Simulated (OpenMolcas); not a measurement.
# Ions of charge +4 along the 4d row on the Ge site of Cs2GeF6

- Program: OpenMolcas
- Method: CASSCF
- Spin-orbit coupling: state interaction with AMFI integrals over the reference wave functions

The d shell is active. Each dopant is a cluster with its nearest anions in model potentials and point charges, with no relaxation. Distances were set from a Shannon-type radius of the metal (high-spin where two are listed) plus a fixed donor radius (F 1.31 Å), in hosts weighted 0.65 to 0.35 with the host's distance in the model lattice. Ligand basis ANO-RCC-VDZP, DKH2 Hamiltonian. States (labels of O, the rotations of Oh). Energies in cm-1 above the lowest state or level, χT in cm3 K/mol; under a threefold ground state the first gap can be a small split of the lowest multiplet, not the spin-orbit step; 10Dq and B are least-squares fits to the states below 45000 cm-1, weighted by degeneracy, with a free offset, and given where the rms deviation is under 5 % of |10Dq| (or 100 cm-1) and under 700 cm-1. Spin-only χT is S(S+1) / 2 for the spin of the ground state.

```json
{"Ion": "Nb4+", "Shell": "4d1", "R (Å)": "1.925", "Metal basis": "ANO-RCC-VTZP", "Ground state": "2T2", "First state of that spin": "2E 37490", "10Dq": "37490", "B (rms of fit)": "", "First gap with spin-orbit (degeneracies)": "964.2 (4, 2)", "χT at 300 K": "0.152", "First state of another spin": "", "Spin-only χT": "0.375"}
{"Ion": "Mo4+", "Shell": "4d2", "R (Å)": "1.905", "Metal basis": "ANO-RCC-VTZP", "Ground state": "3T1", "First state of that spin": "3T2 33987", "10Dq": "35717", "B (rms of fit)": "727 (7)", "First gap with spin-orbit (degeneracies)": "23.2 (2, 3)", "χT at 300 K": "0.404", "First state of another spin": "1T2 10277", "Spin-only χT": "1.000"}
{"Ion": "Tc4+", "Shell": "4d3", "R (Å)": "1.902", "Metal basis": "ANO-RCC-VTZP", "Ground state": "4A2", "First state of that spin": "4T2 33473", "10Dq": "33463", "B (rms of fit)": "764 (16)", "First gap with spin-orbit (degeneracies)": "14887 (4, 4)", "χT at 300 K": "1.784", "First state of another spin": "2E 14940", "Spin-only χT": "1.875"}
{"Ion": "Ru4+", "Shell": "4d4", "R (Å)": "1.886", "Metal basis": "ANO-RCC-VTZP", "Ground state": "3T1", "First state of that spin": "3E 28925", "10Dq": "31837", "B (rms of fit)": "734 (228)", "First gap with spin-orbit (degeneracies)": "747.8 (1, 3)", "χT at 300 K": "1.057", "First state of another spin": "1T2 9297", "Spin-only χT": "1.000"}
{"Ion": "Rh4+", "Shell": "4d5", "R (Å)": "1.873", "Metal basis": "ANO-RCC-VTZP", "Ground state": "2T2", "First state of that spin": "27168", "10Dq": "30917", "B (rms of fit)": "778 (448)", "First gap with spin-orbit (degeneracies)": "2279 (2, 4)", "χT at 300 K": "0.526", "First state of another spin": "2S+1 = 4: 16744", "Spin-only χT": "0.375"}
{"Ion": "Pd4+", "Shell": "4d6", "R (Å)": "1.883", "Metal basis": "ANO-RCC-VTZP", "Ground state": "1A1", "First state of that spin": "1T1 27602", "10Dq": "", "B (rms of fit)": "", "First gap with spin-orbit (degeneracies)": "21327 (1, 2)", "χT at 300 K": "0.014", "First state of another spin": "3T1 21877", "Spin-only χT": "0.000"}
```

Among the 5 ions with a close fit, |10Dq| is smallest for Rh4+ (30917 cm-1) and largest for Nb4+ (37490 cm-1). The error differs from ion to ion, so this order need not be the real one.

B goes from 727 cm-1 (Mo4+) to 778 cm-1 (Rh4+).

Below the highest spin of the shell: Ru4+, Rh4+, Pd4+. χT departs most from the spin-only value for Mo4+, by -0.596 cm3 K/mol.

With metal d orbitals alone the field can be off either way by tens of per cent. Ligand-to-metal charge-transfer states are missing. An orbital triplet at a regular site is open to Jahn-Teller coupling, which can distort the site and quench the lowest spin-orbit gaps and is left out (holds for Nb4+; Mo4+; Ru4+; Rh4+). The least metal-like active orbital is 78 % on the metal (Löwdin) and no ligand orbital is active, so the numbers are rough (holds for Nb4+; Mo4+). Without dynamic correlation the repulsion within the d shell is too large (B by tens of per cent), so at a given field states of lower spin stand too high (holds for Mo4+; Tc4+; Ru4+; Rh4+; Pd4+). With no ligand orbital active B as a rule stays too high, so bands that hang on it stand too high and its fall with covalency is understated (holds for Mo4+; Tc4+; Ru4+; Rh4+; Pd4+). The least metal-like active orbital is 77 % on the metal (Löwdin) and no ligand orbital is active, so the numbers are rough (holds for Tc4+). This shell can be high or low spin here, a state of another spin lies low, and with metal d orbitals alone active their balance is uncertain, so the ground spin may be wrong, although the usual error favours high spin (holds for Ru4+). The least metal-like active orbital is 74 % on the metal (Löwdin) and no ligand orbital is active, so the numbers are rough (holds for Ru4+). The least metal-like active orbital is 71 % on the metal (Löwdin) and no ligand orbital is active, so the numbers are rough (holds for Rh4+). The least metal-like active orbital is 66 % on the metal (Löwdin) and no ligand orbital is active, so the numbers are rough, and ground spin, moment and any spin crossover can be artefacts of this space; highly charged d ions in such sites are as a rule low spin (holds for Pd4+). No measured value stands beside these numbers; the geometry was set by hand and not optimised.

A state without a sure symmetry label is named by its multiplicity alone.
